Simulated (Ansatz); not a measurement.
Geometry optimisation, RKS r2SCANh-D4/def2-mTZVP (Ansatz 0.2.0).

The input (input.yaml):

```yaml
crystal:
  periodic: [false, false, false]
  atoms:
    - { symbol: O, position_ang: [-1.0835, -1.4782, 0.5143] }
    - { symbol: C, position_ang: [-0.1746, -0.8509, 0.0318] }
    - { symbol: In, position_ang: [0.2545, 1.0021, -0.037] }
    - { symbol: H, position_ang: [-1.59533, -2.28604, 0.77027] }
    - { symbol: H, position_ang: [-0.1584, 1.3596, -0.6627] }
    - { symbol: H, position_ang: [0.5147, 1.2998, 0.574] }
basis:
  gaussian: { orbitals: def2-mTZVP }
hamiltonian:
  xc: r2scanh
  dispersion: d4
relax:
  f_tol: 0.02
  max_steps: 50
```

Launched with:

```bash
$ ansatz run input.yaml --threads 2 --pin off --max-ram 3072MiB --backend cpu --events-out ev --progress --plain --runs-dir out
```

Where does it end, and by what steps?

The forces met the threshold. After 19 steps the energy has fallen by 62.426 eV; H6 moved furthest, 0.96 Å. The start is strongly strained (largest force component 148 eV/Å).

```tsv
step	energy less start (eV)	largest force component (eV/Å)	accepted
0	0.0000	147.891	yes
1	-37.6943	42.742	yes
2	-51.5857	20.979	yes
3	-58.8059	6.376	yes
4	-61.3884	3.579	yes
5	-61.8410	2.845	yes
6	-62.2397	1.486	yes
7	-62.2926	0.619	yes
8	-62.3543	0.510	yes
9	-62.3848	0.372	yes
10	-62.3978	0.429	yes
11	-62.3997	0.866	yes
12	-62.4197	0.520	yes
13	-62.4204	0.223	yes
14	-62.4243	0.137	yes
15	-62.4251	0.056	yes
16	-62.4252	0.044	yes
17	-62.4255	0.037	yes
18	-62.4252	0.041	no
19	-62.4256	0.012	yes
```

```xyz
6
Properties=species:S:1:pos:R:3
O -1.418 -1.656 0.679
C -0.368 -1.124 0.138
In 0.007 1.006 0.065
H -1.377 -2.629 0.591
H -0.268 1.803 -1.448
H 1.182 1.646 1.165
```

Whether the end is a true minimum wasn't checked by a vibrational analysis.

Time of the run: 22 s on 2 threads of AMD EPYC 9R45 96-Core Processor (Zen 5), with other jobs on the host, peak memory 0.22 GiB.
